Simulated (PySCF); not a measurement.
H₃OSi, SMILES [OH+]=[SiH2], charge +1.

The structure is a stationary point at r2SCAN-D4/def2-TZVP. The isomer is the one that the SMILES or the coordinates give; other isomers of the formula were not compared.

Level of theory: M06-2X/def2-TZVPD run with PySCF.

Symmetry labels are those of the subgroup Cs that the program uses (full group Cs).

Question: List the valence orbital energies around the gap with their symmetry. (Estimate from the structure and the level; the computed values follow.)

Answer: 
```csv
orbital,symmetry,energy (eV)
HOMO−7,A',-113.91
HOMO−6,A',-113.86
HOMO−5,A',-38.23
HOMO−4,A',-25.28
HOMO−3,A',-21.86
HOMO−2,A',-19.97
HOMO−1,A",-19.24
HOMO,A',-18.16
LUMO,A",-7.94
LUMO+1,A',-5.53
LUMO+2,A',-4.93
LUMO+3,A',-3.78
```
